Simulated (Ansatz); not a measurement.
A nudged elastic band was laid between two geometries of AlCl2H + ClH (6 atoms, charge 0, multiplicity 1).

Computed with Ansatz 0.2.0, RHF/def2-SVP.

- movable images: 7
- climbing image: yes
- spring: 5.0 eV/Å²
- optimiser: quadratic models (default)
- start path: through a guess of the saddle point
- force threshold: 0.03 eV/Å
- iteration limit: 60
- end points: relaxed

First end point:

```xyz
6
Properties=species:S:1:pos:R:3
Al 0.000 0.206 -0.024
H 0.001 0.754 1.436
Cl 1.791 0.138 -1.129
Cl -1.807 0.047 -1.093
Cl 0.076 -2.431 1.004
H 0.089 -2.095 2.235
```

Last end point:

```xyz
6
Properties=species:S:1:pos:R:3
Al 0.021 -0.798 -0.550
H 0.021 0.283 2.285
Cl 1.792 0.230 -0.920
Cl -1.807 0.143 -0.877
Cl 0.076 -2.789 0.059
H 0.046 -0.450 2.431
```

Task: What changes between the two ends?

Result: Bonds broken: Al1–H2, Cl5–H6. Bonds formed: Al1–Cl5, H2–H6. AlCl2H + ClH becomes AlCl3 + H2.

Task: Give the energies along the band, and the barrier.

Result: The forces met the threshold. The highest image is number 3 of 0 to 8, 18.2 kcal/mol above the first end and 42.5 kcal/mol above the last; the last end lies 24.4 kcal/mol below the first. A vibrational analysis at the climbing image gives one clearly imaginary mode, 1407i cm⁻¹: a first-order saddle point. The orbitals stay closed-shell, which can raise the energy where a bond breaks towards radicals; this wasn't checked here.

| image | path coordinate (Å) | energy (kcal/mol) | Al1–H2 (Å) | Cl5–H6 (Å) | Al1–Cl5 (Å) |
| --- | --- | --- | --- | --- | --- |
| 0 | 0.00 | 0.0 | 1.56 | 1.28 | 2.83 |
| 1 | 0.48 | 1.6 | 1.56 | 1.28 | 2.73 |
| 2 | 0.97 | 7.6 | 1.57 | 1.29 | 2.62 |
| 3 | 1.45 | 18.2 | 1.66 | 1.48 | 2.38 |
| 4 | 1.85 | -1.6 | 1.83 | 1.88 | 2.23 |
| 5 | 2.25 | -19.1 | 2.06 | 2.29 | 2.12 |
| 6 | 2.66 | -23.9 | 2.29 | 2.73 | 2.09 |
| 7 | 3.06 | -24.3 | 2.65 | 3.09 | 2.09 |
| 8 | 3.46 | -24.4 | 3.03 | 3.33 | 2.08 |

Task: What is the geometry of the highest image?

Result: 
```xyz
6
Properties=species:S:1:pos:R:3:forces:R:3
Al 0.013 -0.242 -0.003 0.00 -0.01 -0.01
H 0.022 0.083 1.625 0.00 0.01 0.02
Cl 1.821 0.175 -0.969 0.00 0.00 0.00
Cl -1.834 0.086 -0.929 0.00 0.00 0.00
Cl 0.077 -2.394 1.007 0.00 0.02 0.00
H 0.051 -1.089 1.699 0.00 -0.02 -0.01
```

Task: What are the harmonic wavenumbers there?

Result: 1407i, 115, 143, 207, 390, 470, 488, 639, 1117, 1191, 1521, 1895 cm⁻¹.

The band took 8 iterations and of the order of 70 core-seconds.

Run time: 74 s on 1 thread of Intel(R) Xeon(R) CPU @ 2.60GHz (Ice Lake) (shared host), peak memory 0.17 GiB.
